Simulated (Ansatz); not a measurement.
Born–Oppenheimer molecular dynamics of C4H10OSi (16 atoms, charge 0, multiplicity 1). It starts from a relaxed structure.

Method: Ansatz 0.2.0, RKS PBE0-D4/STO-3G.

* ensemble: NVT, Langevin thermostat
* time step: 0.5 fs
* steps asked: 250
* set temperature: 1000 K
* friction: 0.01 /fs
* seed: 215182

First frame:

```xyz
16
Properties=species:S:1:pos:R:3
C -0.866 -1.520 0.166
C -0.021 -0.485 0.296
C 1.341 -0.408 -0.395
Si 1.372 0.843 -1.800
O -0.227 0.692 1.044
C -1.515 0.692 1.727
H -1.841 -1.563 0.644
H -0.581 -2.373 -0.447
H 1.597 -1.403 -0.775
H 2.101 -0.133 0.350
H 0.398 0.478 -2.800
H 2.683 0.852 -2.404
H 1.073 2.164 -1.304
H -1.564 1.643 2.285
H -2.364 0.647 1.018
H -1.609 -0.149 2.440
```

Task: How far do the bonds stretch over the last three quarters of this one trajectory? (Pairs bonded in most of those frames.)

Result: 
```tsv
bond	mean (Å)	spread (Å)	shortest	longest
C1–C2	1.352	0.040	1.28	1.42
C1–H7	1.090	0.018	1.04	1.13
C1–H8	1.095	0.033	1.04	1.17
C2–C3	1.540	0.029	1.47	1.60
C2–O5	1.421	0.039	1.34	1.49
C3–Si4	1.901	0.045	1.81	1.98
C3–H9	1.103	0.028	1.05	1.16
C3–H10	1.103	0.032	1.03	1.19
Si4–H11	1.455	0.067	1.35	1.57
Si4–H12	1.450	0.024	1.40	1.50
Si4–H13	1.456	0.043	1.36	1.56
O5–C6	1.467	0.029	1.41	1.53
C6–H14	1.119	0.063	1.01	1.23
C6–H15	1.113	0.035	1.05	1.18
C6–H16	1.114	0.034	1.04	1.20
```

Mean temperature of the second half: 843 K. The mean temperature of the second half is 16 % below the set value. A run of 0.12 ps of so small a system gives no equilibrium averages. Limits of this set-up: minimal basis.

Run time: 12 min on 1 thread of Arm Neoverse V1, on a shared host, peak memory 0.1 GiB.
